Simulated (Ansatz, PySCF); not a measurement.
Complex: NH3 (SMILES N) (first 4 atoms) with CH5N (SMILES CN); geometry from B3LYP-D3(BJ)/def2-TZVP, rigid monomers moved along the line of their centres of mass till H2···N6 is 1.98 Å.
(charge 0, multiplicity 1):
```csv
atom,x (Å),y (Å),z (Å)
N,0.3039,-0.1805,0.2000
H,0.1075,0.3243,1.0642
H,0.6198,0.4951,-0.4866
H,-0.5733,-0.5587,-0.1396
C,-0.0204,-0.6976,3.4182
N,0.1878,0.6945,3.0101
H,0.5204,-1.3502,2.7325
H,-1.0807,-0.9398,3.3321
H,0.2982,-0.9270,4.4428
H,1.1653,0.9477,3.0945
H,-0.3357,1.3288,3.6010
```

Interaction energies are E(AB) − E(A) − E(B) at the monomers' geometry in the complex; basis-set methods are counterpoise corrected. Rows marked so take none.

Rows in 6-31G* carry no dispersion term and start afresh at each structure (6-31G* with six Cartesian d functions).

Programs: Ansatz (a program for electronic structure); PySCF for 6-31G* rows. Values without a source in brackets are computed.

### Question
What is the computed interaction energy (B3LYP/6-31G* (no counterpoise))?

### Answer
-173 meV

### Question
Predict the interaction energy from r2SCAN/def2-TZVPPD.

### Answer
-127 meV

### Question
What interaction energy does HF/aug-cc-pVDZ give?

### Answer
23 meV
